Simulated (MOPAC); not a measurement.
Input for MOPAC: PM6 on ZrH+, 2S+1 = 3, a spin state set in the input, which need not be the lowest, a point of a bond scan (R = 1.808 Å). Charge +1.

```
PM6 1SCF PRECISE CHARGE=1 UHF MS=1 THREADS=1
HZr

Zr     0.00000000 1     0.00000000 1     0.00000000 1
H      0.00000000 1     0.00000000 1     1.80789300 1
```

It printed:

```
*******************************************************************************
 **                                                                           **
 **                              MOPAC v23.2.5                                **
 **                                                                           **
 *******************************************************************************
 ** MOPAC's Digital Object Identifier: https://doi.org/10.5281/zenodo.6511958 **
 **                                                                           **
 ** Please cite the open-source release paper for use of this MOPAC version:  **
 ** J. E. Moussa and J. J. P. Stewart (2026)                                  **
 ** MOPAC: An open-source semiempirical molecular orbital program             **
 ** J. Open Source Softw., 11(119), 8025, https://doi.org/10.21105/joss.08025 **
 *******************************************************************************

                              PM6 CALCULATION RESULTS

 *******************************************************************************
 *  PM6        - The PM6 Hamiltonian to be used
 *  UHF        - UNRESTRICTED HARTREE-FOCK CALCULATION
 *
 *
 *
 *                 CHARGE ON SYSTEM = +1
 *
 *
 *
 *  MS=        - IN MECI, MAGNETIC COMPONENT OF SPIN =  1.0
 *  PRECISE    - TIGHTER CRITERIA TO BE USED
 *  1SCF       - DO 1 SCF AND THEN STOP
 *  THREADS=1  - MULTI-THREADING NOT USED
 *  T=         - A TIME OF 172800.0 SECONDS REQUESTED
 *  DUMP=N     - RESTART FILE WRITTEN EVERY 7200.0 SECONDS REQUESTED
 *******************************************************************************
PM6 1SCF PRECISE CHARGE=1 UHF MS=1 THREADS=1
 HZr

   ATOM   CHEMICAL          X               Y               Z
  NUMBER   SYMBOL      (ANGSTROMS)     (ANGSTROMS)     (ANGSTROMS)

     1      Zr          0.00000000  *   0.00000000  *   0.00000000  *
     2       H          0.00000000  *   0.00000000  *   1.80789300  *



          CARTESIAN COORDINATES

    NO.       ATOM           X           Y           Z

     1        Zr          0.0000      0.0000      0.0000
     2         H          0.0000      0.0000      1.8079

 General Reference for PM6:
 "Optimization of Parameters for Semiempirical Methods V: Modification of NDDO Approximations
 and Application to 70 Elements", J. J. P. Stewart, J. Mol. Mod., 13, 1173-1213 (2007)
 URL: https://link.springer.com/article/10.1007/s00894-007-0233-4

           Empirical Formula: H Zr  =     2 atoms



      MOLECULAR POINT GROUP   :   C*v


          UHF CALCULATION, NO. OF ALPHA ELECTRONS =    3
                           NO. OF BETA  ELECTRONS =    1

 -------------------------------------------------------------------------------
 PM6 1SCF PRECISE CHARGE=1 UHF MS=1 THREADS=1
 HZr



     1SCF WAS SPECIFIED, SO BFGS WAS NOT USED
     SCF FIELD WAS ACHIEVED


                              PM6 CALCULATION
                                                       MOPAC v23.2.5 Linux




          FINAL HEAT OF FORMATION =        251.52683 KCAL/MOL =    1052.38826 KJ/MOL


          COSMO AREA              =        139.35 SQUARE ANGSTROMS
          COSMO VOLUME            =        154.68 CUBIC ANGSTROMS

          IONIZATION POTENTIAL    =         11.171758 EV
          ALPHA SOMO LUMO (EV)    =        -11.172 -5.603
          BETA  SOMO LUMO (EV)    =        -14.169 -5.392
          NO. OF ALPHA ELECTRONS  =          3
          NO. OF BETA  ELECTRONS  =          1
          MOLECULAR WEIGHT        =         92.2279         POINT GROUP:  C*v

          MOLECULAR DIMENSIONS (Angstroms)

            Atom       Atom       Distance
            H     2   Zr     1     1.80789
            H     2   Zr     1     0.00000
           Zr     1    H     2     0.00000


          SCF CALCULATIONS        =          1





   ATOM   CHEMICAL          X               Y               Z
  NUMBER   SYMBOL      (ANGSTROMS)     (ANGSTROMS)     (ANGSTROMS)

     1      Zr          0.00000000  *   0.00000000  *   0.00000000  *
     2       H          0.00000000  *   0.00000000  *   1.80789300  *

                             CARTESIAN COORDINATES

   1   Zr        0.000000000     0.000000000     0.000000000
   2    H        0.000000000     0.000000000     1.807893000


           Empirical Formula: H Zr  =     2 atoms



      MOLECULAR POINT GROUP   :   C*v


          ALPHA EIGENVALUES
 -14.22784 -11.21459 -11.17176  -5.60348  -5.55952  -5.23372  -4.56400  -3.19766
  -3.14345   2.03113


           BETA EIGENVALUES
 -14.16937  -5.39197  -4.53932  -4.40115  -4.30383  -3.68218  -3.63038  -2.28287
  -2.01015   2.22724


              NET ATOMIC CHARGES AND DIPOLE CONTRIBUTIONS

  ATOM NO.   TYPE          CHARGE      No. of ELECS.   s-Pop       p-Pop       d-Pop
    1         Zr           1.115414        2.8846     0.99027     0.31732     1.57700
    2          H          -0.115414        1.1154     1.11541
 DIPOLE           X         Y         Z       TOTAL
 POINT-CHG.     0.000     0.000    -1.097     1.097
 HYBRID        -0.000    -0.000    -2.479     2.479
 SUM           -0.000    -0.000    -3.576     3.576


          ATOMIC ORBITAL ELECTRON POPULATIONS

     Atom    s        px        py        pz      x^2-y^2     xz        z^2       yz        xy
    1 Zr   0.99027   0.00948   0.00000   0.30784   0.00176   0.99052   0.58472   0.00000   0.00000
    2  H   1.11541


                    (SZ)    =    1.000000
                    (S**2)  =    2.008244


          ATOMIC ORBITAL SPIN POPULATIONS

    Atom   Total    s     px     py     pz   x^2-y^2  xz     z^2    yz     xy
         Atomic
    1 Zr  2.0840  0.986  0.009  0.000  0.020  0.001  0.991  0.077  0.000  0.000
    2  H -0.0840 -0.084

 **********************
 *                    *
 * JOB ENDED NORMALLY *
 *                    *
 **********************




 == MOPAC DONE ==
```

The run finished.

Cost: about 0.03 core-seconds (a rough figure).
